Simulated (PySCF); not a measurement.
CH₅B₂N (calculated)

All values are calculated (PySCF 2.14.0). Calculation on a computer-drawn molecule: optimised geometry and harmonic frequencies of an isolated molecule of the commonest isotopes, restricted reference for singlets and unrestricted otherwise, frozen core in MP2.

## CH₅B₂N

Start structure:
```xyz
9
CH5B2N
B     -1.4751     1.2660     0.3032
N     -0.9203     2.2633    -0.5266
B      0.2848     2.1878    -1.2731
C      1.5192     2.1200    -1.9414
H     -2.4910     1.4096     0.7906
H     -0.8529     0.2849     0.3946
H     -1.4271     3.1033    -0.6115
H      1.6480     1.7337    -2.9670
H      2.4692     2.4392    -1.5112
```

| Item | Value |
| --- | --- |
| charge | 0 |
| multiplicity | 1 |
| method | HF |
| basis | cc-pVDZ |
| rotational constants | 40.06, 4.166, 3.873 GHz |
| total energy | -144.6183 hartree |
| convergence status largest gradient component | 4.201e-05 hartree/bohr |

Drawn bonds:
```csv
atom,other atom,order
1,2,1
2,3,1
3,4,2
1,5,1
1,6,1
2,7,1
4,8,1
4,9,1
```

Optimised structure:
```xyz
9
CH5B2N
B     -1.4460     1.2475     0.2709
N     -0.8914     2.2654    -0.5567
B      0.3155     2.1907    -1.2450
C      1.5158     2.1262    -1.9347
H     -2.4998     1.4483     0.8047
H     -0.8490     0.2220     0.4118
H     -1.4132     3.1158    -0.6578
H      1.5739     1.7409    -2.9460
H      2.4490     2.4511    -1.4896
```

Modes:
```csv
frequency (cm⁻¹),reduced mass (dalton)
206.9,2.948
225.1,1.372
371.7,1.547
441.7,1.175
529.4,4.072
786,1.274
843,1.651
847.6,2.469
873.2,1.241
1058,1.673
1109,1.363
1199,1.767
1363,1.36
1443,1.152
1511,1.654
1838,8.419
2696,1.054
2782,1.131
3304,1.062
3386,1.11
3800,1.075
```
